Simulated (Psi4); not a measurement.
F2Ge, charge +1, doublet, geometry from GFN2-xTB (a state made from the parent by changing its charge; the spin is typed, not shown lowest). Base run: HF/6-31G (Psi4 1.11).

Input for Psi4:
```
memory 2 GB

molecule mol {
1 2
Ge    0.009689   -0.006771    0.301893
F     0.795187    1.454606   -0.530416
F    -0.829637   -1.430529   -0.542983
}

set {
  basis 6-31g
  reference uhf
  stability_analysis check
  scf_type pk
}

energy('scf')
print_variables()
```

The bond that is stretched is that between atoms 3 and 1. A test that says stable can miss a lower solution.

Each row names what was changed in the base input (with any setting that the change needs).

```json
[
 {"change": "base", "ΔE vs base (mEh)": "0.000", "<S^2>": "0.833"},
 {"change": "stability_analysis = follow; reference = uhf", "ΔE vs base (mEh)": "0.000", "<S^2>": "0.833"},
 {"change": "bond × 1.25", "ΔE vs base (mEh)": "-4.366", "<S^2>": "0.753"},
 {"change": "stability_analysis = follow; reference = uhf; bond × 1.25", "ΔE vs base (mEh)": "-4.366", "<S^2>": "0.753"},
 {"change": "bond × 1.5", "ΔE vs base (mEh)": "-8.087", "<S^2>": "0.754"},
 {"change": "stability_analysis = follow; reference = uhf; bond × 1.5", "ΔE vs base (mEh)": "-14.585", "<S^2>": "0.751"},
 {"change": "bond × 1.8", "ΔE vs base (mEh)": "-11.051", "<S^2>": "0.751"},
 {"change": "stability_analysis = follow; reference = uhf; bond × 1.8", "ΔE vs base (mEh)": "-16.004", "<S^2>": "0.751"},
 {"change": "bond × 2.2", "ΔE vs base (mEh)": "-14.770", "<S^2>": "0.751"},
 {"change": "stability_analysis = follow; reference = uhf; bond × 2.2", "ΔE vs base (mEh)": "-14.770", "<S^2>": "0.751"},
 {"change": "bond × 3.0", "ΔE vs base (mEh)": "-13.414", "<S^2>": "0.751"},
 {"change": "stability_analysis = follow; reference = uhf; bond × 3.0", "ΔE vs base (mEh)": "-13.414", "<S^2>": "0.751"}
]
```

Psi4 reported an instability in these rows: bond × 1.5; stability_analysis = follow; reference = uhf; bond × 1.5; bond × 1.8; stability_analysis = follow; reference = uhf; bond × 1.8 (restricted rows aren't judged here).

On stretching, the SCF can end on different states; <S^2> shows the spin contamination of each.
